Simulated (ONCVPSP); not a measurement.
**Transferability test, ONCV potential for Si (Z = 14)**

```
Element                 : silicon (Si)
Generator               : ONCVPSP 4.0.1
Type                    : optimised norm-conserving Vanderbilt (ONCV)
Functional              : PBEsol
Relativity              : scalar-relativistic
Frozen core             : [Ne]
Valence charge          : 4
Reference configuration : 3s1.5 3p2.5
Partial waves           : 3s: rc 1.60 bohr, ncon 4, nbas 7, qcut 3.5 1/bohr, 1 projector; 3p: rc 2.25 bohr, ncon 4, nbas 7, qcut 3.8 1/bohr, 2 projectors, debl 0.9 Ha; d scattering state at 0.43 Ha: rc 2.00 bohr, ncon 3, nbas 6, qcut 4.8 1/bohr, 2 projectors, debl 3.5 Ha
Local potential         : polynomial inside 1.60 bohr (lpopt 5, dvloc0 0 Ha)
Core correction         : none
```

Energies are relative to the spin-unpolarised reference configuration 3s1.5 3p2.5; without spin polarisation the order of configurations can differ from experiment.

| valence configuration | charge | ΔE all-electron (eV) | error AE − PS (meV) |
| --- | --- | --- | --- |
| 3s2 3p2 | 0 | -3.377 | +0.7 |
| 3s2 3p1 | +1 | 4.336 | -0.9 |
| 3s2 3p0 | +2 | 20.300 | +6.1 |

What are ΔE and the potential's error for 3s1 3p3?

ΔE = 3.417 eV all-electron; the error (AE − PS) is +0.5 meV.

Levels in the configuration 3s1 3p3:

| level | all-electron (eV) | pseudo (eV) |
| --- | --- | --- |
| 3s | -11.517 | -11.513 |
| 3p | -4.645 | -4.644 |
